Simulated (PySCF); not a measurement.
# Two-component Hartree-Fock for Fe¹⁹⁺ (iron, charge +19)

Start: [He] 2s2 2p3; 2p1/2 filled at m_j = -1/2, +1/2; 2p3/2 filled at m_j = +3/2. Calculated with PySCF 2.14 in an even-tempered Gaussian basis (18 s from 4.6 bohr⁻², ratio 2.4; 11 p from 6 bohr⁻², ratio 2.4; 5 d from 24 bohr⁻², ratio 2.6; 5 f from 35 bohr⁻², ratio 2.6): generalised Hartree-Fock with the X2C-1e Hamiltonian and a Gaussian nucleus; one run each with spin-orbit coupling (SO) switched off, then screened by Boettger's factors.

```tsv
spinor shell	electrons	ε, spin-free (eV)	ε, screened SO (eV)	weight of nominal j (screened SO)	rms radius, screened SO (bohr)
1s1/2	2	-8124.6	-8124.1	1.000	0.0671
2s1/2	2	-1660.9	-1660.8	1.000	0.272
2p1/2	2	-1586.5	-1589.5	0.697	0.238
2p3/2	1	-1586.5	-1580.5	1.000	0.240
```

```json
{"quantity": "E (hartree)", "spin-free": "-998.42783", "screened SO": "-998.53987"}
{"quantity": "M_J", "spin-free": "3/2", "screened SO": "3/2"}
{"quantity": "⟨J²⟩", "spin-free": "3.750", "screened SO": "3.756"}
{"quantity": "⟨L²⟩", "spin-free": "0.000", "screened SO": "0.196"}
{"quantity": "⟨S²⟩", "spin-free": "3.750", "screened SO": "3.487"}
```

Each row is a mean over spinors that exchange with the open shell spreads, by up to 56.086 eV (2s1/2).

Rows whose weight is well below 1 are mixtures of j = l ± 1/2: exchange outweighs spin-orbit coupling there, and the label is only the starting occupation.

Without spin-orbit coupling the j labels of p, d and f shells carry no meaning; the spin-free column gives the mean over the occupied spinors of each nl shell.
